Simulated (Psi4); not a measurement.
tin monoxide (OSn), singlet, geometry from GFN2-xTB (such geometries of metal compounds can be far from the true shape) (core potentials on Sn). Base run: Psi4 with M06-2X/def2-SV(P).

Geometry (Å):
```xyz
2

Sn     0.0000     0.0000    -0.2488
O      0.0000     0.0000     1.5550
```
All else is at Psi4's defaults (density fitting).
Base energy -289.33327 Eh.

Each row names what was changed in the base input (with any setting that the change needs).

```csv
change,ΔE vs base (mEh),SCF cycles,grid points,basis functions,outcome
base,0.000,9,42590,40,converged
level_shift = 1.0,0.000,10,42590,40,converged
scf_type = pk,-0.058,9,42590,40,converged
diis_max_vecs = 15,0.000,9,42590,40,converged
dft_pruning_scheme = treutler,0.000,9,32968,40,converged
df_basis_scf = cc-pvqz-jkfit,-,-,-,40,input refused
e_convergence = 1e-10,0.000,11,42590,40,converged
cholesky_tolerance = 1e-3 (with scf_type cd),…,9,42590,40,converged
basis_guess = sto-3g,-,-,-,40,stopped with an error
dft_spherical_points = 110,0.483,9,15509,40,converged
dft_radial_points = 50,…,9,28685,40,converged
dft_radial_scheme = multiexp,-0.071,9,44952,40,converged
cholesky_tolerance = 1e-6 (with scf_type cd),-0.061,9,42590,40,converged
```

Fill in the missing entries.


- cholesky_tolerance = 1e-3 (with scf_type cd), ΔE vs base (mEh): -1.563
- dft_radial_points = 50, ΔE vs base (mEh): -20.410

- df_basis_scf = cc-pvqz-jkfit: ended with `psi4.driver.qcdb.exceptions.BasisSetNotFound: BasisSet::construct: Unable to find a basis set for atom 1 for key JKFIT among:`
- basis_guess = sto-3g: ended with `psi4.driver.p4util.exceptions.ValidationError: Projecting from basis (STO-3G) with (0) ECP electrons to basis (DEF2-SV(P)) with (28) ECP electrons will be a disaster. Select a compatible cast-up basis with 'set guess_basis YOUR_BASIS_HERE'.`
